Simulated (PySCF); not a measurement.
CH4BBr.
Bonds: C1–B2, B2–Br3. Hydrogens: H4, H5, H6 on C1; H7 on B2.

Computed by this run: PySCF 2.14.0, PBE0-D3(BJ)/def2-SVP geometry optimisation, gas phase; density fitting, grid level 1; the optimiser is geomeTRIC in internal coordinates, started from a GFN2-xTB structure with every atom displaced at random (about 0.01 Å).

Step 0: E = -71805.5604 eV
```
atom  x, y, z in Å  |  force x, y, z in eV/Å
C1     -0.7083   -0.3473   -0.1822   -0.288   1.444  -0.821
B2      0.7595    0.1493   -0.2645   -1.074  -0.081   0.014
Br3     2.1432   -1.0798   -0.3104    1.098  -0.779  -0.042
H4     -1.1850    0.0922    0.6948   -0.212   0.230   0.405
H5     -1.3006    0.0553   -1.0456    0.347  -0.054   0.377
H6     -0.8594   -1.3968   -0.1654   -0.033  -1.445   0.083
H7      1.0534    1.2905   -0.2932    0.162   0.686  -0.016
```

Step 1: E = -71805.6492 eV
```
atom  x, y, z in Å  |  force x, y, z in eV/Å
C1     -0.7321   -0.3367   -0.1783   -0.057  -0.404   0.118
B2      0.7409    0.1338   -0.2520    0.196   0.035  -0.055
Br3     2.2121   -1.0916   -0.3605   -0.127   0.066   0.024
H4     -1.2284    0.1316    0.6897    0.005   0.028  -0.010
H5     -1.2609    0.0568   -1.0619   -0.060   0.048  -0.076
H6     -0.8774   -1.4318   -0.1318    0.037   0.250  -0.021
H7      1.0485    1.3013   -0.2716    0.006  -0.023   0.021
```

**Question.** Estimate the geometry and energy of step 2. (The exact step hangs on the optimiser's Hessian estimate; all steps are aligned on step 1, rigid shifts and turns removed.)

**Answer.** E = -71805.6505 eV, largest force 0.085 eV/Å
```
atom  x, y, z in Å  |  force x, y, z in eV/Å
C1     -0.7285   -0.3405   -0.1792   -0.056   0.006  -0.004
B2      0.7425    0.1467   -0.2569    0.020  -0.083   0.004
Br3     2.1869   -1.1011   -0.3553    0.044   0.030   0.001
H4     -1.2251    0.1256    0.6900   -0.009   0.018  -0.005
H5     -1.2669    0.0511   -1.0621   -0.014   0.005   0.012
H6     -0.8625   -1.4302   -0.1337    0.022   0.039  -0.008
H7      1.0564    1.3119   -0.2692   -0.007  -0.014  -0.001
```

The energy changes by -0.0013 eV. The first-order estimate −F·Δx gives -0.0058 eV and the mean of the old and new forces, exact on a quadratic surface, -0.0016 eV. The step makes an angle of 75° with the force vector and moves no atom by more than 0.027 Å.

What follows is the cost of the whole optimisation. The run took 7.4 s wall on Arm Neoverse V2, one thread, shared host, and the process peaked at 0.34 GiB of memory.
